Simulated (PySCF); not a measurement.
**Electron correlation in As (arsenic, neutral)**

[Ar] 3d10 4s1 4p3 5s1, high-spin 6S determinant (an excited configuration). Computed with PySCF 2.14 in x2c-TZVPPall with one added diffuse shell each of s, p, d type (7s6p5d1f, 57 functions), with scalar relativity by spin-free X2C-1e. Frozen: [Ne]; 23 electrons correlated.

```csv
level,correlation energy (mhartree)
CCSD,-266.80
(T),-5.25
CCSD(T),-272.05
```

Diagnostics: T1 = 0.0055, D1 = 0.0169, largest double amplitude 0.027.

The outer electron is Rydberg-like, and this basis confines it to a smaller radius and binds it less than a complete one would.

Cost of the coupled-cluster step: of the order of 40 core-seconds, for 23 correlated electrons.

Iterations:

```
CC2 = 0
CCSD nocc = (np.int64(14), np.int64(9)), nmo = (52, 52)
frozen orbitals [[0, 1, 2, 3, 4], [0, 1, 2, 3, 4]]
max_cycle = 100
direct = 0
conv_tol = 1e-08
conv_tol_normt = 1e-06
diis_space = 8
diis_start_cycle = 0
Init t2, MP2 energy = -0.28090109008025
Init E_corr(UCCSD) = -0.280901090091913
cycle = 1  E_corr(UCCSD) = -0.256756450522636  dE = 0.0241446396  norm(t1,t2) = 0.0533158
cycle = 2  E_corr(UCCSD) = -0.267953286669426  dE = -0.0111968361  norm(t1,t2) = 0.0144888
cycle = 3  E_corr(UCCSD) = -0.266354756407522  dE = 0.00159853026  norm(t1,t2) = 0.00494594
cycle = 4  E_corr(UCCSD) = -0.266793786613901  dE = -0.000439030206  norm(t1,t2) = 0.00134907
cycle = 5  E_corr(UCCSD) = -0.266806664119169  dE = -1.28775053e-05  norm(t1,t2) = 0.00014905
cycle = 6  E_corr(UCCSD) = -0.266796251514713  dE = 1.04126045e-05  norm(t1,t2) = 3.6877e-05
cycle = 7  E_corr(UCCSD) = -0.266795943653792  dE = 3.07860921e-07  norm(t1,t2) = 5.14944e-06
cycle = 8  E_corr(UCCSD) = -0.266796212908245  dE = -2.69254453e-07  norm(t1,t2) = 1.12582e-06
cycle = 9  E_corr(UCCSD) = -0.266796200697703  dE = 1.22105421e-08  norm(t1,t2) = 2.16312e-07
cycle = 10  E_corr(UCCSD) = -0.266796189306885  dE = 1.13908176e-08  norm(t1,t2) = 4.08662e-08
cycle = 11  E_corr(UCCSD) = -0.26679618896389  dE = 3.42995132e-10  norm(t1,t2) = 9.20641e-09
UCCSD converged
E(UCCSD) = -2258.858836082506  E_corr = -0.26679618896389
UCCSD(T) correction = -0.00525149079602166
```

This basis was not built for core-valence correlation, so the inner-shell part is incomplete.
